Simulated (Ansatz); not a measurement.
H2AlBF, SMILES `F[B-][AlH2]` (triplet; the order of the spin states depends on the level) (charge -1, multiplicity 3). This triplet lies 0.32 eV above the relaxed singlet at the level frozen-core CCSD(T)/aug-cc-pVTZ // B3LYP-D3(BJ)/def2-TZVPD (Ansatz, a quantum-chemistry and plane-wave program); other levels give the other order.

Level of theory: PBE0/aug-cc-pVTZ // B3LYP-D3(BJ)/def2-TZVPD (Ansatz).

Ansatz 0.2 input:
```yaml
crystal:
  periodic: [false, false, false]
  atoms:
    - { symbol: F, position_ang: [2.487213, 0.21879, -0.040311] }
    - { symbol: B, position_ang: [1.325313, -0.478189, 0.005036] }
    - { symbol: Al, position_ang: [-0.676488, -0.005137, 0.008368] }
    - { symbol: H, position_ang: [-1.379544, 1.464711, -0.047151] }
    - { symbol: H, position_ang: [-1.756495, -1.200175, 0.074058] }
basis:
  gaussian: { orbitals: aug-cc-pVTZ }
hamiltonian:
  xc: pbe0
total_charge: -1
magnetization:
  spin_polarized: true
  initial_magnetization: 2
```

Output:

```
Functional definition: PBE0
929 factors; their error is unknown
mean field evaluation 1: about -10009.3501 eV, gradient 4.2e1 eV
mean field evaluation 2: about -10004.5138 eV, gradient 6.6e1 eV
mean field evaluation 4: about -10017.0188 eV, gradient 1.2e0 eV
mean field evaluation 8: about -10017.0333 eV, gradient 4.2e-2 eV
mean field evaluation 16: about -10017.0498 eV, gradient 2.1e-4 eV
mean field -10017.04984520 eV, -368.1197920109 hartree, gradient 6.4e-5 eV, S^2 2.007383; 0 other end points of the search recorded, 0 dependent functions left out
reference -10017.04990718 eV, -368.1197942885 hartree; 16, 14 occupied and 172, 174 virtual orbitals, 929 factors
Total energy: -10017.04990718 eV, -368.1197942885 hartree
```
